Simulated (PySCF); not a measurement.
1,2-difluorocyclopenta-1,3-diene (C5H4F2), SMILES C1C(=C(F)C=C1)F. The structure is a stationary point at B3LYP-D3(BJ)/def2-SVP. Other conformers were not sampled.

Calculation: PySCF with B3LYP-D3(BJ)/def2-SVP.

Harmonic wavenumbers (cm⁻¹): 228, 271, 286, 396, 448, 583, 622, 698, 705, 846, 905, 945, 954, 1054, 1105, 1140, 1219, 1274, 1350, 1390, 1435, 1610, 1770, 3032, 3071, 3219, 3241. Rotational constants (GHz): 3.587, 3.140, 1.692; symmetry number 1.

**Question.** Work out the zero-point energy and the ideal-gas rigid-rotor harmonic-oscillator thermochemistry at 298.15 K and 1 atm.

**Answer.** ZPE = ½ Σ hcν = ½ × 33798 cm⁻¹ = 48.32 kcal/mol. H − E(el) = 52.49 kcal/mol. Entropy in cal/(mol K): translation 39.78, rotation 27.22, vibration 9.13, total 76.14. G − E(el) = 29.79 kcal/mol. Cp = 23.27 cal/(mol K).
